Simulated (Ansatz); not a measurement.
Geometry optimisation, RKS PBE0/def2-SVP (Ansatz).

input.yaml

```yaml
crystal:
  periodic: [false, false, false]
  atoms:
    - { symbol: C, position_ang: [-1.3761, 0.1199, -0.5649] }
    - { symbol: C, position_ang: [-0.0802, -0.378, -0.0912] }
    - { symbol: "N", position_ang: [-0.2689, -0.8666, 1.2776] }
    - { symbol: Si, position_ang: [1.4105, 0.9111, -0.2135] }
    - { symbol: Br, position_ang: [3.2185, -0.0915, 0.437] }
    - { symbol: H, position_ang: [-2.1963, -0.5969, -0.5357] }
    - { symbol: H, position_ang: [-1.3343, 0.5078, -1.6128] }
    - { symbol: H, position_ang: [-1.7296, 1.0286, 0.023] }
    - { symbol: H, position_ang: [0.2036, -1.2091, -0.6819] }
    - { symbol: H, position_ang: [0.32601, -0.29674, 1.94992] }
    - { symbol: H, position_ang: [-1.21318, -0.75054, 1.60724] }
    - { symbol: H, position_ang: [1.5258, 1.3409, -1.6055] }
    - { symbol: H, position_ang: [1.0294, 2.1197, 0.6245] }
basis:
  gaussian: { orbitals: def2-SVP }
hamiltonian:
  xc: pbe0
relax:
  f_tol: 0.015
  max_steps: 40
```

Command:

```bash
$ ansatz run input.yaml --threads 2 --pin off --max-ram 3072MiB --backend cpu --events-out ev --progress --plain --runs-dir out
```

Question: Where does it end, and by what steps?

Answer: The forces met the threshold. After 12 steps the energy has fallen by 0.590 eV; H10 moved furthest, 0.96 Å.

```tsv
step	energy less start (eV)	largest force component (eV/Å)	accepted
0	0.0000	2.967	yes
1	-0.3539	0.868	yes
2	-0.4033	0.333	yes
3	-0.4156	0.171	yes
4	-0.4282	0.660	yes
5	-0.4685	0.389	yes
6	-0.5034	0.826	yes
7	-0.5633	0.171	yes
8	-0.5823	0.336	yes
9	-0.5838	0.288	yes
10	-0.5891	0.041	yes
11	-0.5894	0.022	yes
12	-0.5895	0.008	yes
```

```xyz
13
Properties=species:S:1:pos:R:3
C -1.446 0.162 -0.659
C -0.144 -0.367 -0.067
N -0.361 -0.831 1.297
Si 1.239 0.935 -0.200
Br 3.089 0.079 0.737
H -2.232 -0.604 -0.568
H -1.336 0.426 -1.722
H -1.798 1.061 -0.124
H 0.179 -1.237 -0.667
H 0.500 -1.208 1.693
H -0.641 -0.057 1.900
H 1.590 1.330 -1.597
H 0.876 2.149 0.592
```

Run time: 48 s on 2 threads of Intel(R) Xeon(R) Platinum 8488C (Sapphire Rapids), with other jobs on the host, peak memory 0.38 GiB.
